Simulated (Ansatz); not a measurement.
F$_{3}$OSi (SMILES [O][Si](F)(F)F), doublet, at a GFN2-xTB geometry; R2SCAN/cc-pVDZ (Ansatz, a quantum-chemistry and plane-wave program).

The Ansatz input:
Ansatz 0.2 input:
```yaml
crystal:
  periodic: [false, false, false]
  atoms:
    - {symbol: O, position_ang: [1.63806956, -0.17665341, 0.19951219]}
    - {symbol: Si, position_ang: [0.09099432, -0.00981305, 0.01108285]}
    - {symbol: F, position_ang: [-0.34921159, 1.48117889, -0.30939957]}
    - {symbol: F, position_ang: [-0.74988398, -0.42632996, 1.29131116]}
    - {symbol: F, position_ang: [-0.49851299, -0.88255894, -1.17649576]}
basis:
  gaussian:
    orbitals: cc-pVDZ
    symmetry_tolerance_ang: 0.01
hamiltonian:
  xc: r2scan
magnetization: {spin_polarized: true, initial_magnetization: 1}
```

Problem. What does Ansatz print? Leave out banner, timings and long lists.

Solution. 
```
Functional definition: r2SCAN
781 factors; their error is unknown
mean field evaluation 1: about -18069.3714 eV, gradient 3.6e1 eV
mean field evaluation 2: about -18064.6296 eV, gradient 5.3e1 eV
mean field evaluation 4: about -18073.4518 eV, gradient 2.3e0 eV
mean field evaluation 8: about -18073.4810 eV, gradient 1.1e-1 eV
mean field evaluation 16: about -18073.4408 eV, gradient 1.7e-5 eV
mean field evaluation 32: about -18073.4409 eV, gradient 4.5e-3 eV
mean field evaluation 64: about -18073.4410 eV, gradient 1.7e-3 eV
mean field evaluation 96: about -18073.4410 eV, gradient 2.9e-4 eV
mean field -18073.44095814 eV, -664.1867045932 hartree, gradient 2.9e-6 eV, S^2 0.752882; 7 other end points of the search recorded, 0 dependent functions left out
reference -18073.44096673 eV, -664.1867049091 hartree; 25, 24 occupied and 49, 50 virtual orbitals, 781 factors
Total energy: -18073.44096673 eV, -664.1867049091 hartree
```
